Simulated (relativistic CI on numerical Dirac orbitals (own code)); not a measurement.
W²⁺: 4d photoemission

Computed with this model: Dirac-Coulomb-Breit CI, KLI orbitals optimised for each configuration, QED by a radiative potential, valence Slater integrals scaled by 0.7, multiplet model of photoemission in the sudden approximation; configurations [Xe] 4f14 5d4 → [Kr] 4d9 4f14 5s2 5p6 5d4; 300 K; Lorentzian 3.5 eV and Gaussian 0.6 eV FWHM. Energies are those of the free ion, without screening or charge transfer. The energies are binding energies and can lie tens of eV above those of solids. S is read from ⟨S²⟩ = S(S + 1).

free ion: ground-state S = 1.82, centroid 277.11 eV. Peaks (eV, height): 272.0 (100), 284.8 (67).

Strongest unbroadened transitions for free ion:

```csv
Energy (eV),Relative strength
271.79,100.0
272.36,1.0
272.67,10.9
272.85,0.1
273.30,0.2
273.48,0.9
273.57,0.6
275.54,0.6
275.69,0.8
276.54,0.3
284.59,19.8
284.88,42.4
285.35,0.4
285.45,11.6
286.21,0.2
287.92,0.1
288.25,0.3
288.56,0.3
```
